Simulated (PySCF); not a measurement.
Stepwise substitution at one centre (B OH-I). Isolated molecules, 0 K electronic values unless said otherwise. One relaxed conformer stands for each flexible species; it need not be the lowest. Strings in code marks are SMILES.

The S1 excitation (TDA) from two functionals at the same geometries (PBE0-D3(BJ)/def2-TZVP), both in PySCF: PBE-D3(BJ)/def2-TZVP and PBE0-D3(BJ)/def2-TZVP. Excitations are Tamm–Dancoff values on a coarser integration grid. The basis has no diffuse functions, so Rydberg states are missing or too high.

| species | PBE-D3(BJ)/def2-TZVP (eV) | PBE0-D3(BJ)/def2-TZVP (eV) |
|---|---|---|
| 0 of 3 OH replaced by I (`B(O)(O)O`) | 6.76 | 7.91 |
| 1 of 3 OH replaced by I | 5.06 | 5.94 |
| 2 of 3 OH replaced by I (`IB(I)O` (H–O–B–I torsion 0°)) | 4.40 | 4.95 |
| 3 of 3 OH replaced by I (`IB(I)I`) | 3.09 | 3.55 |

Over these rows, drawn at random from the members with no instability flagged (it was tested for open shells, ions and some series alone), PBE minus PBE0-D3(BJ): mean -0.76 eV, from -1.15 eV to -0.46 eV.
